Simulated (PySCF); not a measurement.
C₆ coefficients of unlike pairs at M06

Calculated with PySCF 2.14 from the dipole response of each species, C₆(A,B) = (3/π) ∫ α_A(iu) α_B(iu) du, in atomic units, from isotropic polarisabilities. For ions this is the dispersion term alone; charge-induced terms of lower order in 1/R come first.

```
species           configuration                                                                           basis      relativity  α (bohr³)  C₆ (like pair)
  O(3+)       [He] 2s2 2p1 (2P)                                                         aug-cc-pVDZ-DK (4s3p2d)   spin-free X2C      1.322           1.185
     Mn       [Ar] 3d5 4s2 (6S)  x2c-TZVPPall with one added diffuse shell each of s, p, d, f type (7s6p5d3f1g)   spin-free X2C      58.58           486.7
      I  [Kr] 4d10 5s2 5p5 (2P)                                           aug-cc-pVDZ-PP with ECP28MDF (5s4p3d)  core potential      33.05           352.2
```

Q: Estimate C₆ for I with O(3+).

A: The integral gives 19.06. The combination rule 2 C_A C_B / (C_A α_B/α_A + C_B α_A/α_B) gives 19.10 and the geometric mean 20.43.

No spin-orbit coupling is included.

The other pairs:

```json
{"pair": "Mn, O(3+)", "C₆": "19.33"}
{"pair": "I, Mn", "C₆": "389.2"}
```
